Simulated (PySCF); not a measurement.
A series of substituents X on one scaffold: BH2-X. Gas-phase values, no solvent. One relaxed conformer stands for each flexible species; it need not be the lowest. Strings in code marks are SMILES.

The numbers are results of PySCF with PBE-D3(BJ)/def2-TZVP // M06-2X/def2-TZVP, not measurements. All candidates: neutral, multiplicity 1. Excitations are Tamm–Dancoff values on a coarser integration grid. The basis has no diffuse functions, so Rydberg states are missing or too high.

| Property | Result |
|---|---|
| T1 excitation (TDA) | 3.54 eV |
| HOMO–LUMO gap | 3.87 eV |
| S1 excitation (TDA) | 4.09 eV |

Task: Which member has these values?
A. `BC(F)F`
B. `[BH2][GeH3]`
C. `BNC`
D. `BS(C)=O`

Result: A, `BC(F)F`. The others give `BNC`: 5.19 eV, 5.92 eV, 6.94 eV; `[BH2][GeH3]`: 3.14 eV, 3.72 eV, 4.01 eV; `BS(C)=O`: 3.18 eV, 3.85 eV, 4.88 eV
